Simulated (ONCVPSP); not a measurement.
## Configuration tests for cobalt (ONCV)

- Element: Co
- Generator: ONCVPSP 4.0.1
- Type: optimised norm-conserving Vanderbilt (ONCV)
- Functional: PBE
- Relativity: fully relativistic
- Frozen core: [Ar]
- Valence charge: 9
- Reference configuration: 3d7 4s2
- Partial waves: 4s: rc 2.40 bohr, ncon 3, nbas 7, qcut 2.7 1/bohr, 1 projector; p scattering state at 0.2 Ha: rc 2.55 bohr, ncon 4, nbas 8, qcut 3.4 1/bohr, 2 projectors, debl 0.15 Ha; 3d: rc 1.00 bohr, ncon 4, nbas 8, qcut 13.7 1/bohr, 3 projectors, debl 1.6 Ha
- Local potential: polynomial inside 0.90 bohr (lpopt 1, dvloc0 -1 Ha)
- Core correction: Teter function, fcfact 2.75, rcfact 1.6

Open shells are filled in proportion to 2j + 1.

In the p channel the program set the typed energies aside and used 0.050, 0.200 Ha (j = l + 1/2; the other j can differ).

Energies are relative to the spin-unpolarised reference configuration 3d7 4s2; without spin polarisation the order of configurations can differ from experiment.

Give the all-electron excitation energy and the error of the potential for: 3d7 4s1; 3d7 4s0; 3d6 4s0; 3d7 4s1 4p1.

```csv
valence configuration,charge,ΔE all-electron (eV),error AE − PS (meV)
3d7 4s1,+1,9.031,-16
3d7 4s0,+2,25.816,-156
3d6 4s0,+3,61.685,-460
3d7 4s1 4p1,0,4.350,-6.3
```

Note: ghosts flagged at negative energy: s at -109.1 eV; GHOST(+) flagged for p3/2 at 31.6 eV, p1/2 at 34.3 eV. A true bound ghost makes a file unfit for plane-wave use.
